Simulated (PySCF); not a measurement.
## Computed spin Hamiltonian

Compound: C7H4F3N (triplet state).
Geometry (PBE0-D3(BJ)/def2-SVP, Å), atoms numbered from 1 in this order:
```
atom  x, y, z in Å
F1     3.7299   -0.7446    0.4286
C2     2.6737    0.0599    0.3572
F3     2.6582    0.8181    1.4636
F4     2.8580    0.8897   -0.6800
C5     1.4224   -0.7100    0.2155
C6     0.0659   -0.3745    0.1190
C7    -0.3704    0.9768    0.1364
C8    -1.7305    1.2388    0.0410
N9    -2.6674    0.2957   -0.0666
C10   -2.2643   -0.9760   -0.0854
C11   -0.9361   -1.3689    0.0017
H12    0.3476    1.7936    0.2236
H13   -2.0827    2.2766    0.0533
H14   -3.0505   -1.7341   -0.1757
H15   -0.6627   -2.4252   -0.0185
```

The hyperfine couplings belong to this conformer and change with its torsions.

Identity: `FC(F)(F)[C]c1ccncc1` [triplet].

Computed with UKS B3LYP, IGLO-III on C F N, pcH-1 on H, non-relativistic, mean-field spin-orbit, GIAO in PySCF. One conformer (not necessarily the lowest) at the PBE0-D3(BJ)/def2-SVP geometry, without solvent, vibrations or thermal averaging. This triplet need not be the ground state; the singlet was not compared here. No stability test was run, so a lower SCF solution isn't excluded.

```
g1, g2, g3        : 2.00228, 2.00229, 2.00274
g_iso             : 2.00244
Form of g         : close to axial: the two nearest values differ by 3 % of g3 − g1
⟨S²⟩              : 2.0325 (exact 2.0000)
α and β electrons : 41, 39
```

Isotropic coupling and dipolar principal values T1 to T3, in MHz:

| atom | isotope | a_iso | T1 | T2 | T3 | Mulliken spin population |
| --- | --- | --- | --- | --- | --- | --- |
| F1 | 19F | 16.8 | -17.6 | -1.1 | 18.7 | 0.01 |
| C2 | 13C | 3.0 | -3.9 | -2.7 | 6.6 | 0.02 |
| F3 | 19F | 65.9 | -44.8 | -29.7 | 74.5 | 0.02 |
| F4 | 19F | 66.4 | -44.5 | -29.6 | 74.1 | 0.02 |
| C5 | 13C | 224.3 | -69.0 | 29.3 | 39.7 | 1.65 |
| C6 | 13C | -13.5 | -14.1 | 2.7 | 11.4 | -0.21 |
| C7 | 13C | 33.8 | -10.8 | -3.9 | 14.7 | 0.27 |
| C8 | 13C | -4.8 | -8.1 | 2.9 | 5.1 | -0.11 |
| N9 | 14N | 3.7 | -4.4 | -4.1 | 8.5 | 0.21 |
| C10 | 13C | -8.0 | -7.6 | 3.3 | 4.4 | -0.12 |
| C11 | 13C | 25.8 | -9.7 | -6.0 | 15.6 | 0.24 |
| H12 | 1H | -8.9 | -3.4 | -2.0 | 5.4 | -0.01 |
| H13 | 1H | 6.6 | -1.6 | -0.1 | 1.8 | 0.01 |
| H14 | 1H | 3.2 | -1.5 | -0.3 | 1.8 | 0.01 |
| H15 | 1H | -8.1 | -3.6 | -1.1 | 4.7 | -0.01 |

The largest Mulliken spin populations are on C5 (+1.65), C7 (+0.27), C11 (+0.24) and C6 (-0.21). Four atoms exceed +0.15. The positive populations add up to 2.46 and the negative ones to -0.46, together 2S = 2.

Axes: g3 points within 14° of the C11–H15 bond.

The 13C coupling of C5 (224.3 MHz) shows only in satellite lines or after enrichment, since that isotope makes up about 1.07 % of natural carbon.

The spin density at the nucleus, in bohr⁻³, is negative for C6 (-0.0240), C10 (-0.0142) and C8 (-0.0086), for instance. A restricted open-shell determinant has no negative spin density anywhere; here it arises because α and β orbitals differ (spin polarisation).
